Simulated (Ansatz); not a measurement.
Zn₄H₁₄S₄, relaxed as a singlet with RKS PBE-D4/def2-SVP in Ansatz, starting from the GFN1-xTB geometry. Force threshold 0.03 eV/Å.

In the singlet geometry the species has come apart into loosely held pieces.

Start:

Cartesian coordinates in Å:
```
Zn -0.338 2.877 0.874
S 0.314 1.741 -1.587
Zn 1.757 -0.753 2.342
S -0.422 0.434 1.671
S 2.001 -1.231 -0.394
Zn 0.604 -0.628 -2.401
Zn -2.560 -0.946 1.305
S -1.508 -1.365 -1.244
H 1.084 3.497 1.122
H -1.762 3.367 0.427
H 1.365 2.432 -1.963
H -0.496 2.355 -2.418
H 2.954 0.263 2.401
H 1.480 -2.249 2.729
H -0.736 0.754 2.915
H 3.234 -0.847 -0.629
H 2.285 -2.509 -0.475
H 0.967 -0.990 -3.822
H -3.735 -0.027 0.812
H -2.351 -2.428 1.781
H -2.517 -1.084 -2.034
H -1.619 -2.662 -1.413
```

(1) Estimate the energy that the relaxation releases and the steps that it takes.

(2) Does the start keep its bonding and symmetry?

(3) Predict the relaxed structure.

Answers

(1) 212.0 kJ/mol, in 35 steps; 57 s on 2 threads of AMD EPYC 7R13 on a shared host and a share (18 GiB) of an NVIDIA H100 80GB HBM3. The force fell under the threshold at step 29, but the optimiser went on and released 0.008 eV more. No frequencies were taken in this run, so the end may be a saddle point.

(2) Bonds lost: Zn1–S2, Zn3–S5, Zn7–S8 (atoms count from 1). The end holds 2 separate pieces. Point group Cs at the start, C3 at the end, both within 0.05 Å.

(3) 
Cartesian coordinates in Å:
```
Zn -1.328 2.511 0.656
S 1.382 1.627 -1.008
Zn 1.992 0.236 2.110
S -0.477 0.460 1.807
S 1.177 -2.042 -0.132
Zn 0.515 -0.498 -1.968
Zn -1.812 -1.643 1.584
S -1.890 -0.225 -1.395
H -1.800 3.546 1.734
H -1.135 2.162 -0.898
H 2.673 1.441 -1.433
H 1.065 2.385 -2.108
H 2.524 0.023 0.613
H 2.342 0.359 3.631
H -0.814 0.783 3.083
H 2.467 -2.199 -0.573
H 0.756 -3.184 -0.766
H 0.898 -0.873 -3.440
H -2.698 -1.833 2.862
H -1.353 -2.211 0.155
H -2.194 0.553 -2.484
H -2.290 -1.375 -2.030
```
Bond lengths (bridged metal pairs left out): 6 × S–Zn 2.49 to 2.50 Å; 7 × H–Zn 1.57 to 1.60 Å; 7 × H–S 1.36 to 1.37 Å.
